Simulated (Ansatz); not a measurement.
Ansatz (an electronic-structure program) input (MP2/LANL2DZ): The .json file is the Basis Set Exchange's LANL2DZ.

Ansatz 0.2 input:
```yaml
crystal:
  periodic: [false, false, false]
  atoms:
    - {symbol: N, position_ang: [1.45944800, 0.09912300, -0.17780100]}
    - {symbol: Si, position_ang: [-0.23810700, 0.11002200, -0.31958500]}
    - {symbol: O, position_ang: [-1.19240000, -0.37082800, 0.94902200]}
    - {symbol: H, position_ang: [1.96220400, 0.90231300, 0.16409200]}
    - {symbol: H, position_ang: [1.98714000, -0.75055600, -0.05542500]}
    - {symbol: H, position_ang: [-0.62552000, 1.49444700, -0.67170000]}
    - {symbol: H, position_ang: [-0.66726800, -0.91375600, -1.31034800]}
basis:
  gaussian:
    orbitals: LANL2DZ.json
magnetization: {spin_polarized: true, initial_magnetization: 1}
correlation: {method: mp2, electrons: outside_noble_gas}
```

Output:

```
Functional definition: HF
integrals: 0.01 GiB planned
464 factors; integrals over basis functions are off by at most 4.7e-4 eV
mean field: 0.07 GiB planned
mean field evaluation 1: about -3675.1203 eV, gradient 3.2e1 eV
mean field evaluation 2: about -3675.1165 eV, gradient 3.2e1 eV
mean field evaluation 4: about -3682.4904 eV, gradient 6.2e0 eV
mean field evaluation 8: about -3683.3630 eV, gradient 4.3e-1 eV
mean field evaluation 16: about -3683.3833 eV, gradient 2.0e-5 eV
mean field evaluation 32: about -3683.3831 eV, gradient 3.8e-1 eV
mean field evaluation 64: about -3683.3833 eV, gradient 3.0e-4 eV
mean field -3683.38328031 eV, -135.3618388644 hartree, gradient 1.6e-6 eV, S^2 0.756423; 5 other end points of the search recorded, 0 dependent functions left out
2 core orbitals not correlated
reference -3683.38328031 eV, -135.3618388644 hartree; 10, 9 occupied and 22, 23 virtual orbitals, 464 factors
second order -6.48783227 eV of doubles, -0.00000000 eV of singles
Total energy: -3689.87111258 eV, -135.6002623027 hartree
```

The geometry given is a B3LYP-D3(BJ)/def2-TZVP minimum.
